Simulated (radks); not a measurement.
Problem. All-electron atom: Ir+ in [Xe] 4f14 5d7 6s1. All-electron calculation, Dirac Kohn-Sham, exchange-only B88, spin-unpolarised, spherical densities, finite nucleus; open shells fill j = l - 1/2 first; Fermi nuclear charge, rms radius 5.4032 fm. Program: a radial shooting solver on a logarithmic mesh with Libxc functionals.

Spin-orbit splittings of the eigenvalues, e(l+1/2) - e(l-1/2), with zeta = 2 splitting/(2l+1) and mean radii in bohr:

shell  occ.  splitting (eV)  zeta (eV)  <r> j=l-1/2  <r> j=l+1/2
2p        6            1628       1085      0.06017      0.06848
3p        6           356.4      237.6       0.1801       0.1954
3d       10           77.04      30.81       0.1705       0.1751
4p        6           84.34      56.23       0.4266       0.4604
4d       10               ?          ?       0.4719       0.4832
4f       14           3.119     0.8911       0.5317       0.5394
5p        6           13.58      9.054        1.066        1.166
5d        7           1.246     0.4984        1.650        1.718
6p        0          0.9334     0.6223        3.496        3.865

Estimate the 4d splitting.

Solution. 15.65 eV (zeta = 6.262 eV).
